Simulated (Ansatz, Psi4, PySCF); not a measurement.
CH3O2 (SMILES OC=[OH+]), charge +1, singlet, geometry from GFN2-xTB. Base run: PySCF with PBE/def2-SVP.

Geometry (Å):
```xyz
6

O      1.0821     0.3227     0.1870
C     -0.1438     0.3871    -0.0298
O     -0.8645    -0.6475    -0.1450
H      1.4935    -0.5707     0.2697
H     -0.5475     1.4058    -0.1125
H     -1.8240    -0.5590    -0.3151
```
Charge +1, spin multiplicity 1.
All else is at PySCF's defaults.

The same geometry, method and basis name were run in Ansatz (a first-principles code) and Psi4 and PySCF, at each program's defaults and at the settings that a row names. The base is PySCF at its defaults. Differences at the defaults can come from grids, fitting, cores and function types together.

```csv
code and settings,ΔE vs base (µEh),basis functions,E (Eh),SCF cycles
"PySCF, defaults (exact integrals, its default grid, spherical functions)",0.0,57,-189.71556,10
"Psi4, defaults (density fitting with its default set, its default grid, spherical functions)",-60.5,57,-189.71562,9
"Ansatz, defaults (factorised integrals, its default grid, spherical functions)",-1.5,57,-189.71556,-
"PySCF, density fitting with def2-universal-jkfit",-61.6,57,-189.71562,10
"PySCF, fine grid",0.0,57,-189.71556,10
"Psi4, exact integrals, spherical functions, fine grid",0.0,57,-189.71556,11
"Ansatz, high accuracy",0.0,57,-189.71556,-
```
